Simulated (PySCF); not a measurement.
C4H14O2Si2, SMILES CO[Si](C)(OC)[SiH2]C (GFN2-xTB optimised geometry):

```
22

Si    -1.537    -0.941     1.855
C     -1.180    -2.809     1.909
Si    -0.601     0.072     0.000
C     -1.002    -0.750    -1.668
O     -1.005     1.663     0.000
C     -2.276     2.232    -0.069
O      1.025     0.072     0.000
C      1.882     0.645     0.941
H     -1.070    -0.381     3.142
H     -3.006    -0.786     1.922
H     -0.112    -3.007     1.916
H     -1.599    -3.315     1.044
H     -1.607    -3.268     2.796
H     -0.569    -0.196    -2.497
H     -0.622    -1.764    -1.719
H     -2.076    -0.794    -1.824
H     -2.164     3.315    -0.002
H     -2.763     1.979    -1.014
H     -2.905     1.882     0.755
H      1.664     1.707     1.067
H      1.780     0.147     1.909
H      2.905     0.525     0.581
```

Calculation: PySCF with CAM-B3LYP/def2-SVP.

Problem. What are the frontier orbital energies and the dipole moment?

Solution. HOMO-2 -9.84 eV, HOMO-1 -9.42 eV, HOMO -8.40 eV, LUMO 1.50 eV, LUMO+1 1.70 eV; dipole moment 0.69 D.

On the same geometry PBE/def2-SVP run with PySCF gives HOMO-2 -6.82 eV, HOMO-1 -6.37 eV, HOMO -5.77 eV, LUMO -0.39 eV, LUMO+1 -0.25 eV; dipole moment 0.51 D.

Meta-Löwdin charges at CAM-B3LYP/def2-SVP: Si1 0.33, C2 -0.52, Si3 1.07, C4 -0.56, O5 -0.62, C6 -0.06, O7 -0.60, C8 -0.06, H9 -0.10, H10 -0.11, H11 0.11, H12 0.11, H13 0.11, H14 0.12, H15 0.11, H16 0.10, H17 0.11, H18 0.09, H19 0.09, H20 0.09, H21 0.08, H22 0.10.
